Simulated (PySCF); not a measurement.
Radial density of Si (silicon, neutral)

UHF, [Ne] 3s2 3p1 4s1, high-spin 3P determinant (an excited configuration). All numbers are calculated (PySCF 2.14, the non-relativistic Hamiltonian (point nucleus), in dyall-av3z (19s12p3d2f, 84 functions)).

| r (bohr) | 4πr²ρ (e/bohr) | 4πr²(ρα − ρβ) |
| --- | --- | --- |
| 0.00196 | 0.08089 | 0.0000 |
| 0.00330 | 0.2205 | 0.0001 |
| 0.00555 | 0.5856 | 0.0001 |
| 0.00934 | 1.491 | 0.0004 |
| 0.0157 | 3.531 | 0.0009 |
| 0.0264 | 7.415 | 0.0019 |
| 0.0444 | 12.75 | 0.0039 |
| 0.0747 | 15.85 | 0.0081 |
| 0.126 | 12.56 | 0.0233 |
| 0.211 | 9.713 | 0.0655 |
| 0.356 | 13.96 | 0.0931 |
| 0.598 | 10.70 | 0.0105 |
| 1.01 | 2.638 | 0.0832 |
| 1.69 | 1.652 | 0.4449 |
| 2.85 | 0.8117 | 0.3214 |
| 4.79 | 0.2299 | 0.2072 |
| 8.05 | 0.1288 | 0.1287 |
| 13.5 | 0.0009826 | 0.0010 |

The outer electron is Rydberg-like, and this basis confines it to a smaller radius and binds it less than a complete one would.
